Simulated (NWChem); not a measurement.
Species: CrH2SO3; SMILES [Cr](=[O])([OH])([SH])=[O]

```xyz
7

Cr     0.0861     0.3709    -0.0041
O      0.9255     0.7963     1.2440
O      0.8037     0.6927    -1.3540
O     -1.4816     1.1456     0.0910
H     -1.9088     1.2722    -0.7822
S     -0.1141    -1.8352    -0.0187
H     -0.3124    -1.8868     1.3319
```
Atoms are numbered in this order, from 1.

Results from NWChem. Pople sets run with spherical d functions. Medium grid unless said otherwise, to which SCAN and Minnesota functionals are sensitive. All runs use the structure optimised with PBE-D3(BJ)/def2-SVP.

**Question.** What does the run give for SCAN/6-31G*? Quantities: highest occupied level (eV); orbital gap (eV); dipole (D).

**Answer.** 
```
Quantity                     Value
---------------------------  -----
highest occupied level (eV)  -7.25
orbital gap (eV)              2.47
dipole (D)                    2.23
```
